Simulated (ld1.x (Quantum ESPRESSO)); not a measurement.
# u(r) = r·R(r): atom against pseudo-atom (B)

Columns: radius, all-electron u(r) and pseudo u(r) of the 2p shell (level -5.85 eV) of boron in the configuration [He] 2s2 2p0.75; LDA (PZ), non-relativistic, ultrasoft scheme, ld1.x (Quantum ESPRESSO) 7.5.

| r (bohr) | all-electron | pseudo |
| --- | --- | --- |
| 0.125 | 0.0428 | 0.0093 |
| 0.250 | 0.1308 | 0.0365 |
| 0.375 | 0.2298 | 0.0799 |
| 0.500 | 0.3245 | 0.1365 |
| 0.625 | 0.4080 | 0.2027 |
| 0.750 | 0.4782 | 0.2742 |
| 0.875 | 0.5350 | 0.3467 |
| 1.000 | 0.5789 | 0.4161 |
| 1.125 | 0.6108 | 0.4788 |
| 1.250 | 0.6322 | 0.5318 |
| 1.375 | 0.6443 | 0.5734 |
| 1.500 | 0.6486 | 0.6026 |
| 1.625 | 0.6463 | 0.6196 |
| 1.750 | 0.6386 | 0.6253 |
| 1.875 | 0.6266 | 0.6214 |
| 2.000 | 0.6112 | 0.6101 |
| 2.125 | 0.5932 | 0.5934 |
| 2.250 | 0.5731 | 0.5734 |
| 2.375 | 0.5517 | 0.5518 |
| 2.500 | 0.5292 | 0.5292 |
| 2.625 | 0.5062 | 0.5062 |
| 2.750 | 0.4829 | 0.4829 |
| 2.875 | 0.4596 | 0.4596 |
| 3.000 | 0.4364 | 0.4364 |
| 3.125 | 0.4136 | 0.4136 |
| 3.250 | 0.3913 | 0.3913 |

Task: How many radial nodes do the two functions have?

Result: The all-electron 2p function has n − l − 1 = 0; the pseudo-wave has 0.

Task: At about which radius was the pseudo-wave matched?

Result: 2.50 bohr. The columns agree to 0.0005 from 2.12 bohr on; several derivatives are matched, so the curves merge somewhat inside the radius.

Task: Is the pseudo-wave norm-conserving?

Result: No, it belongs to an ultrasoft set: the norm inside the radius is not constrained, and the difference is carried by the augmentation charge.
